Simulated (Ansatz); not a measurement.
`CCCC(C)C` + `BN` → `BNCC` + `CC(C)C`  (substitution at a C–C bond)

Computed with Ansatz on PBE0-D4/def2-TZVP structures; ΔE is electronic, products minus reactants. CCSD(T)/CBS is the MP2 limit (def2-TZVPP, def2-QZVPP) plus CCSD(T) − MP2 in def2-TZVPP, frozen cores. This one scheme is used for every species. Functionals use def2-TZVPP. B3LYP here is the variant with VWN-RPA as its local correlation; programs differ in this. Each species was taken in one conformer, which may not be the lowest.

```json
{"level": "PBE-D4", "ΔE (kcal/mol)": "3.6", "difference from CCSD(T)/CBS": "-1.2"}
{"level": "r2SCAN-D4", "ΔE (kcal/mol)": "4.0", "difference from CCSD(T)/CBS": "-0.8"}
{"level": "PBE0-D4", "ΔE (kcal/mol)": "4.1", "difference from CCSD(T)/CBS": "-0.7"}
{"level": "B3LYP-D4", "ΔE (kcal/mol)": "3.6", "difference from CCSD(T)/CBS": "-1.2"}
{"level": "ωB97X-V", "ΔE (kcal/mol)": "4.3", "difference from CCSD(T)/CBS": "-0.5"}
{"level": "ωB97M-V", "ΔE (kcal/mol)": "4.7", "difference from CCSD(T)/CBS": "-0.1"}
{"level": "B2PLYP", "ΔE (kcal/mol)": "3.2", "difference from CCSD(T)/CBS": "-1.6"}
{"level": "PBE", "ΔE (kcal/mol)": "2.5", "difference from CCSD(T)/CBS": "-2.3"}
{"level": "r2SCAN", "ΔE (kcal/mol)": "3.6", "difference from CCSD(T)/CBS": "-1.2"}
{"level": "PBE0", "ΔE (kcal/mol)": "3.2", "difference from CCSD(T)/CBS": "-1.6"}
{"level": "B3LYP", "ΔE (kcal/mol)": "2.0", "difference from CCSD(T)/CBS": "-2.8"}
{"level": "HF/def2-TZVPP", "ΔE (kcal/mol)": "2.3", "difference from CCSD(T)/CBS": "-2.5"}
{"level": "MP2/def2-TZVPP", "ΔE (kcal/mol)": "5.4", "difference from CCSD(T)/CBS": "0.6"}
{"level": "SCS-MP2/def2-TZVPP", "ΔE (kcal/mol)": "4.5", "difference from CCSD(T)/CBS": "-0.3"}
{"level": "CCSD/def2-TZVPP", "ΔE (kcal/mol)": "4.5", "difference from CCSD(T)/CBS": "-0.3"}
{"level": "CCSD(T)/def2-TZVPP", "ΔE (kcal/mol)": "4.7", "difference from CCSD(T)/CBS": "-0.1"}
{"level": "HF/def2-QZVPP", "ΔE (kcal/mol)": "2.2", "difference from CCSD(T)/CBS": "-2.6"}
{"level": "MP2/def2-QZVPP", "ΔE (kcal/mol)": "5.4", "difference from CCSD(T)/CBS": "0.6"}
{"level": "SCS-MP2/def2-QZVPP", "ΔE (kcal/mol)": "4.5", "difference from CCSD(T)/CBS": "-0.3"}
{"level": "HF/CBS(def2)", "ΔE (kcal/mol)": "2.2", "difference from CCSD(T)/CBS": "-2.6"}
{"level": "MP2/CBS(def2)", "ΔE (kcal/mol)": "5.5", "difference from CCSD(T)/CBS": "0.7"}
{"level": "CCSD/CBS(def2)", "ΔE (kcal/mol)": "4.6", "difference from CCSD(T)/CBS": "-0.2"}
{"level": "CCSD(T)/CBS", "ΔE (kcal/mol)": "4.8", "difference from CCSD(T)/CBS": "0"}
```

Largest T1 diagnostic among the species: 0.012.

The D4 term adds +1.5 kcal/mol with B3LYP and +1.0 kcal/mol with PBE0; it sums over pairs of atoms, weighted by their polarisabilities, and B3LYP, whose exchange is more repulsive, gets the larger term. In def2-TZVPP, CCSD(T) changes the Hartree–Fock value by +2.4 kcal/mol (the triples alone add +0.2 kcal/mol) and MP2 by +3.1 kcal/mol.
